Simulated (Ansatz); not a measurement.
`BCB(C)F` + H₂O → `BCB(C)O` + H–F  (formal hydrolysis of a B–F bond)

Gas-phase electronic energies from Ansatz, PBE0-D4/def2-TZVP geometries. CBS: MP2 limit from def2 TZ/QZ plus the TZ coupled-cluster correction, frozen cores. This one scheme is used for every species. Functionals use def2-TZVPP. B3LYP here is the variant with VWN-RPA as its local correlation; programs differ in this. Each species was taken in one conformer, which may not be the lowest.

(1) Is it downhill or uphill in electronic energy at CCSD(T)/CBS, and by how much? (An estimate is asked.)

(2) What do these levels give: r2SCAN-D4, PBE0-D4, PBE, B3LYP, HF/def2-TZVPP, SCS-MP2/def2-QZVPP? (An estimate is asked.)

Largest T1 diagnostic among the species: 0.012.

Results:

(1) Ansatz gave: Uphill: ΔE = +0.10 eV.

(2) Computed: r2SCAN-D4 0.14, PBE0-D4 0.10, PBE 0.12, B3LYP 0.17, HF/def2-TZVPP 0.24, SCS-MP2/def2-QZVPP 0.11 eV.

The D4 term adds −0.04 eV with B3LYP and −0.02 eV with PBE0; it sums over pairs of atoms, weighted by their polarisabilities, and B3LYP, whose exchange is more repulsive, gets the larger term. In def2-TZVPP, CCSD(T) changes the Hartree–Fock value by −0.14 eV (the triples alone add −0.02 eV) and MP2 by −0.17 eV.
